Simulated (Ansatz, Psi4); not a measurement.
The Ansatz (a program for electronic structure) input:
Ansatz 0.2 input:
```yaml
crystal:
  periodic: [false, false, false]
  atoms:
    - {symbol: Zn, position_ang: [0.66052758, 0.07892966, 0.31364256]}
    - {symbol: C, position_ang: [-0.27977330, -0.97357347, -1.30584936]}
    - {symbol: C, position_ang: [-1.66382522, -0.50934891, -1.22052085]}
    - {symbol: H, position_ang: [-0.10309820, -2.01378381, -1.02993822]}
    - {symbol: H, position_ang: [0.29217277, -0.62914423, -2.16804742]}
    - {symbol: H, position_ang: [-1.78668687, 0.55569570, -1.43614479]}
    - {symbol: H, position_ang: [-2.17131394, -0.80146609, -0.29628646]}
    - {symbol: H, position_ang: [-2.22781889, -1.02548261, -2.02047879]}
    - {symbol: O, position_ang: [-0.27939928, 1.10498785, 1.32849314]}
    - {symbol: H, position_ang: [0.07770294, 1.60392264, 2.07189514]}
basis:
  gaussian:
    orbitals: STO-3G
hamiltonian:
  xc: b3lyp
total_charge: 1
magnetization: {spin_polarized: true, initial_magnetization: 1}
accuracy: high
```

Task: Write the same job for Psi4.

Result: One answer among several that fit: 
```
memory 2 GB

molecule {
1 2
Zn    0.66052758    0.07892966    0.31364256
C    -0.27977330   -0.97357347   -1.30584936
C    -1.66382522   -0.50934891   -1.22052085
H    -0.10309820   -2.01378381   -1.02993822
H     0.29217277   -0.62914423   -2.16804742
H    -1.78668687    0.55569570   -1.43614479
H    -2.17131394   -0.80146609   -0.29628646
H    -2.22781889   -1.02548261   -2.02047879
O    -0.27939928    1.10498785    1.32849314
H     0.07770294    1.60392264    2.07189514
}

set {
  basis sto-3g
  reference uks
  scf_type pk
  puream true
  d_convergence 1e-8
  dft_radial_points 99
  dft_spherical_points 590
}

energy('b3lyp')
print_variables()
```

Both were run: Ansatz gave -1911.552243 Eh and Psi4 -1911.551850 Eh, 0.393 mEh apart.
